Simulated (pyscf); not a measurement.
Structures and frequencies: ωB97X-D3(BJ)/def2-SVP in PySCF.

**Question.** What is the homolytic dissociation enthalpy (298 K, ωB97M-D3(BJ)/def2-TZVP) of the Ge–Sn bond of `[O]=[Sn]([OH])[GeH3]`, to [O=Sn–OH]• + GeH₃•?

**Answer.** Ge–Sn to [O=Sn–OH]• + GeH₃•: 178.9 kJ/mol. The 7 functionals that were run give +177.3 (M06-2X) to +221.6 kJ/mol (ωB97X-D3(BJ)). The radicals are drawn with the spin at the cut bond; how far it spreads was not checked. O=Sn(OH)–GeH₃ lies 249.6 kJ/mol over its isomer HO–Sn:–O–GeH₃ [singlet], and others may lie lower still (electronic energy, ωB97M-D3(BJ)). Other isomers of [O=Sn–OH]• were not searched in full and may lie lower. Elements up to Kr have no core potential and no relativistic terms here. Elements past Kr carry the def2 core potentials, without spin-orbit coupling.
